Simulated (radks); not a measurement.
Results of a calculation; reference values are marked as such.
The praseodymium ion Pr2+, configuration [Xe] 4f(up 2.625, down 0.375) (fractional occupations, a model configuration). Code: a radial shooting solver on a logarithmic mesh with Libxc functionals. Model: scalar-relativistic Kohn-Sham, r2SCAN, spin-polarised, spherical densities, finite nucleus; meta-GGA in the generalised Kohn-Sham scheme; Fermi nuclear charge, rms radius 4.8919 fm.

X-ray form factor f0, the Fourier transform of the density (f0(0) = 57):

sin(theta)/lambda (1/angstrom),f0 (electrons)
0.05,56.232
0.1,54.110
0.15,51.087
0.2,47.685
0.25,44.312
0.3,41.205
0.4,35.997
0.5,31.848
0.6,28.361
0.8,22.867
1,19.165
1.25,16.219
1.5,14.011
2,10.135
